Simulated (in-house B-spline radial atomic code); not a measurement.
**Ionising neutral copper with different functionals**

Computed with a B-spline radial code for spherical atoms: scalar-relativistic (spin-free X2C) Hamiltonian, Fermi nucleus of rms radius 3.8823 fm, spin-polarised at highest spin, spherical fractional occupations for the functionals, the average over the highest-spin determinants for Hartree-Fock. The ionisation energy is the difference of two self-consistent energies, [Ar] 3d10 4s1 → [Ar] 3d10, without Breit or QED terms; ε is the level of the shell that loses the electron (its least bound occupied spin orbital).

```json
{"method": "Hartree-Fock", "rung": "Hartree-Fock", "ΔSCF (eV)": "6.58", "-ε(4s) (eV)": "6.69"}
{"method": "HF fractional", "rung": "Hartree-Fock", "ΔSCF (eV)": "6.58", "-ε(4s) (eV)": "6.69"}
{"method": "LDA VWN5", "rung": "LDA", "ΔSCF (eV)": "8.63", "-ε(4s) (eV)": "5.18"}
{"method": "LDA PW92", "rung": "LDA", "ΔSCF (eV)": "8.62", "-ε(4s) (eV)": "5.18"}
{"method": "LDA exchange-only", "rung": "LDA", "ΔSCF (eV)": "7.80", "-ε(4s) (eV)": "4.48"}
{"method": "PBE", "rung": "GGA", "ΔSCF (eV)": "8.38", "-ε(4s) (eV)": "5.00"}
{"method": "PBEsol", "rung": "GGA", "ΔSCF (eV)": "8.36", "-ε(4s) (eV)": "5.03"}
{"method": "BLYP", "rung": "GGA", "ΔSCF (eV)": "8.44", "-ε(4s) (eV)": "4.92"}
{"method": "RPBE", "rung": "GGA", "ΔSCF (eV)": "8.26", "-ε(4s) (eV)": "4.93"}
{"method": "PW91", "rung": "GGA", "ΔSCF (eV)": "8.45", "-ε(4s) (eV)": "5.07"}
{"method": "BP86", "rung": "GGA", "ΔSCF (eV)": "8.54", "-ε(4s) (eV)": "5.17"}
{"method": "AM05", "rung": "GGA", "ΔSCF (eV)": "8.31", "-ε(4s) (eV)": "4.97"}
{"method": "OLYP", "rung": "GGA", "ΔSCF (eV)": "7.98", "-ε(4s) (eV)": "4.65"}
{"method": "TPSS", "rung": "meta-GGA", "ΔSCF (eV)": "8.17", "-ε(4s) (eV)": "4.98"}
{"method": "SCAN", "rung": "meta-GGA", "ΔSCF (eV)": "8.42", "-ε(4s) (eV)": "5.28"}
{"method": "r2SCAN", "rung": "meta-GGA", "ΔSCF (eV)": "8.25", "-ε(4s) (eV)": "5.30"}
{"method": "revTPSS", "rung": "meta-GGA", "ΔSCF (eV)": "8.16", "-ε(4s) (eV)": "5.00"}
{"method": "PBE0", "rung": "global hybrid", "ΔSCF (eV)": "7.97", "-ε(4s) (eV)": "5.54"}
{"method": "B3LYP", "rung": "global hybrid", "ΔSCF (eV)": "?", "-ε(4s) (eV)": "?"}
{"method": "TPSSh", "rung": "global hybrid", "ΔSCF (eV)": "8.01", "-ε(4s) (eV)": "5.19"}
{"method": "BHandHLYP", "rung": "global hybrid", "ΔSCF (eV)": "7.69", "-ε(4s) (eV)": "6.02"}
{"method": "r2SCAN0", "rung": "global hybrid", "ΔSCF (eV)": "7.94", "-ε(4s) (eV)": "5.81"}
{"method": "B97-1", "rung": "global hybrid", "ΔSCF (eV)": "?", "-ε(4s) (eV)": "?"}
{"method": "HSE06", "rung": "range-separated hybrid", "ΔSCF (eV)": "8.04", "-ε(4s) (eV)": "5.22"}
{"method": "wB97X", "rung": "range-separated hybrid", "ΔSCF (eV)": "7.76", "-ε(4s) (eV)": "7.38"}
{"method": "CAM-B3LYP", "rung": "range-separated hybrid", "ΔSCF (eV)": "8.12", "-ε(4s) (eV)": "6.72"}
{"method": "LC-wPBE", "rung": "range-separated hybrid", "ΔSCF (eV)": "7.83", "-ε(4s) (eV)": "7.78"}
```

Q: What does B3LYP give?

A: ΔSCF 8.25 eV, and -ε(4s) = 5.50 eV.

Q: What does B97-1 give?

A: ΔSCF 7.82 eV, and -ε(4s) = 5.20 eV.

Q: Among the functionals, which spreads more, the ΔSCF values or the orbital energies?

A: The orbital energies: ΔSCF values span about 0.94 eV and the orbital energies 3.30 eV.

Q: How do they compare with the NIST value?

A: NIST lists 7.726 eV (measured, ground level to ground level). Errors run from -1.15 to +0.90 eV; wB97X is closest (+0.03 eV), but part of that can be cancellation, since the calculations leave out Breit-QED terms. Hartree-Fock also lacks correlation.
